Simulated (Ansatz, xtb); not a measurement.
**Isomers of BH4PSn in order of energy**

4 gas-phase structures of BH4PSn, found in a search over its isomers (lower ones may exist). Each was relaxed with GFN2-xTB:

A. a singlet given by its coordinates
B. `[BH2][Sn][PH2]`, a singlet
C. a singlet given by its coordinates
D. `[BH2][Sn][PH2]`, a triplet

A (Å):

```xyz
7

B     1.1055   -1.2064   -0.3856
P     2.2118   -0.0576    0.9185
Sn    0.1232    1.1477    0.6171
H    -0.1076   -0.7025   -0.5382
H     1.5863   -1.2043   -1.4618
H     0.9218   -2.2475    0.1383
H     2.8237    0.8410    0.0113
```

Close contacts (Å): B1–P2 2.06, B1–Sn3 2.74, P2–Sn3 2.43, B1–H4 1.32, B1–H5 1.18, B1–H6 1.18, P2–H7 1.42, Sn3–H4 2.19.

C (Å):

| atom | x (Å) | y (Å) | z (Å) |
| --- | --- | --- | --- |
| B | -0.4006 | -1.2918 | -0.4965 |
| P | 0.8323 | -0.3462 | 0.4762 |
| Sn | -0.1729 | 1.8819 | 0.8795 |
| H | -0.9052 | -2.2440 | -0.0439 |
| H | 0.7128 | -0.9094 | 1.7470 |
| H | -0.6172 | -0.9640 | -1.5967 |
| H | -0.0913 | 2.2967 | -0.8774 |

Close contacts (Å): B1–P2 1.83, P2–Sn3 2.48, B1–H4 1.17, B1–H6 1.17, P2–H5 1.40, Sn3–H7 1.81.

Question: Which do you expect lowest at r2SCAN-D4/def2-SVP, and how would the others follow?

Answer: Calculated order at r2SCAN-D4/def2-SVP: A (0.0), C (5.5), B (23.2), D (33.3) kcal/mol.

Energies above the lowest of each column, in kcal/mol (a dash: not run or not comparable):

```csv
structure,GFN2-xTB,HF/STO-3G,r2SCAN-D4/def2-SVP
A,9.3,10.6,0.0
C,0.0,0.0,5.5
B,25.1,12.6,23.2
D,–,10.8,33.3
```

r2SCAN-D4/def2-SVP puts A lowest; GFN2-xTB picks C, HF/STO-3G picks C. Some further structures that were screened fall inside this span and aren't listed. Flexible structures stand in one conformer each, not always the lowest. Frequencies (B3LYP-D3(BJ)/def2-SVP) were run for C alone. GFN2-xTB has no spin polarisation and isn't compared across spin states. Open shells are spin-unrestricted. Atoms past krypton carry core potentials in the def2 sets, without spin–orbit terms.

Programs: Ansatz 0.2.0, xtb 6.7.1.
